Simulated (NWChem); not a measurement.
C2H2Br2; SMILES Br/C=C\Br

Computed with NWChem. All runs use the structure optimised with B3LYP/6-31G* (spherical d). Level: PBE/def2-SVP with COSMO at NWChem's default radii, gas-phase geometry; rows give the dielectric constant.

For dielectric constant 4.8:

- dipole in solution (D) = 1.89

Question: What are these values for dielectric constant 78.4?

Answer: 
- dipole in solution (D): 2.04
